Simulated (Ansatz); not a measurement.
**Telling isomers of CH6BISi apart by their spectra**

These gas-phase data were calculated for one isomer of CH6BISi at PBE-D3(BJ)/def2-SVP (harmonic, unscaled wavenumbers; equilibrium rotational constants with average atomic masses):

* rotational constants: 9.614, 0.9695, 0.9227 GHz
* all wavenumbers above 1500 cm⁻¹: 3070, 2990, 2589, 2190, 2180, 2165

Candidates:

(1) `[SiH3]CBI`, a singlet
(2) `BC[SiH2]I`, a singlet

**Question.** Which candidate do the data belong to?

**Answer.** Candidate (1). 1 mode lies between 2350 and 2900 cm⁻¹, one for each B–H bond, while (2) has 2.

The same quantities for all candidates:

```tsv
	rotational constants (GHz)	wavenumbers above 1500 cm⁻¹	E above the lowest, PBE-D3(BJ)/def2-SVP (kcal/mol)
(1)	9.614, 0.9695, 0.9227	3070, 2990, 2589, 2190, 2180, 2165	0.0
(2)	13.06, 1.042, 0.9909	3070, 2991, 2596, 2507, 2195, 2182	1.7
```

Each candidate is one conformer. Atoms past krypton carry core potentials. Programs: Ansatz 0.2.0.
